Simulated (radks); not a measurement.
The numbers below are computed, except where a source is named.
Q: Rb, 37 electrons, occupied as [Kr] 5s1. Level of theory: Dirac Kohn-Sham, PBEsol, spin-unpolarised, spherical densities, finite nucleus; Fermi nuclear charge, rms radius 4.2036 fm (a radial shooting solver on a logarithmic mesh with Libxc functionals). Some entries of the table are withheld. Estimate them.

| orbital | occ. | eigenvalue (eV) | <r^2> (bohr^2) | <1/r> (bohr^-1) |
|---|---|---|---|---|
| 1s1/2 | 2 | -15016.98 | 0.002189 | 37.86 |
| 2s1/2 | 2 | -2005.799 | 0.03727 | 8.498 |
| 2p1/2 | 2 | -1819.662 | 0.02848 | 8.470 |
| 2p3/2 | 4 | -1758.946 | 0.02990 | 8.158 |
| 3s1/2 | 2 | (1) | 0.2999 | 2.822 |
| 3p1/2 | 2 | -230.7424 | 0.3066 | 2.710 |
| 3p3/2 | 4 | -221.6139 | 0.3191 | 2.635 |
| 3d3/2 | 4 | (2) | (3) | (4) |
| 3d5/2 | 6 | (5) | (6) | (7) |
| 4s1/2 | 2 | -31.8928 | 2.417 | 0.9227 |
| 4p1/2 | 2 | (8) | 3.357 | 0.7831 |
| 4p3/2 | 4 | (9) | 3.515 | 0.7633 |
| 5s1/2 | 1 | -2.2224 | 31.66 | 0.2402 |

A: 
(1) 3s1/2 eigenvalue (eV): -297.4076
(2) 3d3/2 eigenvalue (eV): -104.8607
(3) 3d3/2 <r^2> (bohr^2): 0.3357
(4) 3d3/2 <1/r> (bohr^-1): 2.401
(5) 3d5/2 eigenvalue (eV): -103.3106
(6) 3d5/2 <r^2> (bohr^2): 0.3405
(7) 3d5/2 <1/r> (bohr^-1): 2.382
(8) 4p1/2 eigenvalue (eV): -16.5749
(9) 4p3/2 eigenvalue (eV): -15.6901
